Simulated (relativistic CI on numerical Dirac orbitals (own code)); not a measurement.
Sensitivity of the levels of Yb⁶⁺ to α and to the nuclear radius

Calculated at this level of theory: Dirac-Coulomb-Breit CI, separate exchange-only KLI orbitals for each configuration, derivatives by finite differences, unscaled Slater integrals, QED left out (own radial code, finite nucleus).

CI space (outside the closed core [Kr] 4d10): 4f12.5s2.5p4, 4f11.5s2.5p5, 4f11.5s.5p6, 4f14.5s2.5p2, 4f13.5s2.5p3, 4f12.5s.5p5, 4f12.5p6, 4f13.5s2.5p2.5d. The list is cut by size and lacks configurations that can hold low levels.

With x = (α/α₀)² − 1 an excitation energy changes as ω = ω₀ + qx; K = 2q/ω₀ is the relative enhancement. Terms are leading LS components, so labels can repeat. The field-shift factor is F = δν/δ⟨r²⟩ for the transition from the lowest level.

Lowest level 4f11.5s2.5p5 5K_9.

```csv
Level,ω₀ (cm⁻¹),q (cm⁻¹),K,F (GHz/fm²)
4f11.5s2.5p5 5I_8,2964.9,1196,0.807,-0.104
4f11.5s2.5p5 5H_7,7419.3,2784,0.75,-0.117
4f11.5s2.5p5 3H_6,10505.2,2110,0.402,-0.287
4f11.5s2.5p5 3I_7,11439.9,7921,1.38,0.301
4f11.5s2.5p5 5K_8,12844.2,8499,1.32,0.153
4f11.5s2.5p5 5I_6,14407.5,10150,1.41,0.314
4f11.5s2.5p5 3I_6,17195.1,10280,1.2,0.352
4f11.5s2.5p5 5H_5,18264.2,9839,1.08,0.176
4f11.5s2.5p5 5I_5,18833.4,11950,1.27,0.381
4f11.5s2.5p5 3I_5,20005.0,8654,0.865,0.327
4f11.5s2.5p5 5H_4,21062.7,8424,0.8,0.29
4f11.5s2.5p5 5G_6,21133.9,882.3,0.0835,0.318
4f11.5s2.5p5 3K_7,22729.4,7427,0.654,0.0435
4f11.5s2.5p5 5I_4,22940.3,14770,1.29,0.37
4f11.5s2.5p5 5H_3,23074.1,4993,0.433,0.218
4f11.5s2.5p5 5H_3,26514.2,7354,0.555,0.431
4f11.5s2.5p5 3F_4,27226.1,6651,0.489,0.349
4f11.5s2.5p5 5F_5,28099.0,4957,0.353,0.306
4f11.5s2.5p5 3I_7,28692.0,11200,0.78,0.527
4f11.5s2.5p5 5G_5,29324.9,8982,0.613,0.662
4f11.5s2.5p5 5P_3,30032.0,4956,0.33,0.511
4f11.5s2.5p5 3P_1,30665.4,293.8,0.0192,0.334
4f11.5s2.5p5 3K_6,31524.6,11510,0.73,0.368
```

At this charge configurations can still be misplaced by up to about 7 % of their energy. Terms inside the open d or f shell come out 10 to 20 % too wide with unscaled integrals. Levels and lines within the n = 5 or 6 shells can be off by up to 10 % or somewhat more, and those that change n by about 2 %, since core polarisation is missing.
